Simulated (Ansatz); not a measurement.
Basis-set extrapolation for `F/C(=N\[SiH3])[SiH2]Cl` (PBE0-D4/def2-TZVP geometry, frozen core, Ansatz). Multiplicity 1, RHF reference.

```
                       def2-TZVPP    def2-QZVPP
                 HF  -1232.205324  -1232.244758
    MP2 correlation     -1.030463     -1.117120
CCSD(T) correlation     -1.128944       not run
```

Energies in hartree. Use E(X) = E(∞) + A·exp(−7.88·√X) for Hartree–Fock and E(X) = E(∞) + B·X^(−2.97) for correlation, with X = 3 and 4, and add CCSD(T) minus MP2 of the smaller set to the MP2 limit.

**Question.** What is the CCSD(T) energy at the basis-set limit?

**Answer.** HF limit: -1232.244758 + (-0.039434) × 0.13774 = -1232.25019. MP2 limit: -1.117120 + (-0.086657) × 0.74074 = -1.18131. Higher-order term: -1.128944 − (-1.030463) = -0.09848. Total: -1233.52998 hartree, 513.8 kJ/mol below CCSD(T)/def2-TZVPP.
